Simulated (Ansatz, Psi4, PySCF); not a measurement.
Gas-phase reaction in SMILES: SS (H2S2) -> SS (H2S2) as doublet, charge +1 + e-

Property: adiabatic ionisation energy (0 K, with zero-point energies), in eV. Terms: open shells spin-unrestricted; six Cartesian d functions in 6-31G* and its kin unless marked 5d; non-relativistic; no spin-orbit coupling; no dispersion term unless named; 6-311+G** with 5d, 6d on Na to Ar in Ansatz (an electronic-structure program); valence correlation only. First-principles rows: single points at B3LYP-D3(BJ) geometries (Ansatz), with unscaled harmonic terms from B3LYP/6-31G* at its own minima. The spin state of an ion or metal species was assumed, not searched.

```
level                           program  adiabatic ionisation energy (0 K, with zero-point energies) (eV)
-----------------------  --------------  ----------------------------------------------------------------
HF/6-31G*                        Ansatz                                                              8.52
PBE/3-21G                        Ansatz                                                              9.28
PBE/6-311+G**                    Ansatz                                                              8.85
BLYP/6-31G*                      Ansatz                                                              8.68
B3LYP/STO-3G                     Ansatz                                                              6.07
M06-2X/6-311+G**                  PySCF                                                              9.15
wB97X-D/6-31G*                     Psi4                                                              9.11
MP2/3-21G                        Ansatz                                                              9.04
MP2/6-311+G**                    Ansatz                                                              8.70
B3LYP/def2-TZVPD                 Ansatz                                                              8.94
B3LYP-D3(BJ)/def2-TZVPD  Ansatz + dftd3                                                              8.94
```

No value to compare with is used here. The 9 habitual levels span 6.07 (B3LYP/STO-3G) to 9.28 eV (PBE/3-21G); B3LYP-D3(BJ)/def2-TZVPD gives 8.94.

The levels are drawn from those run, B3LYP/6-31G* more often than the rest, none by its result; runs whose electronic state is in doubt are left out.
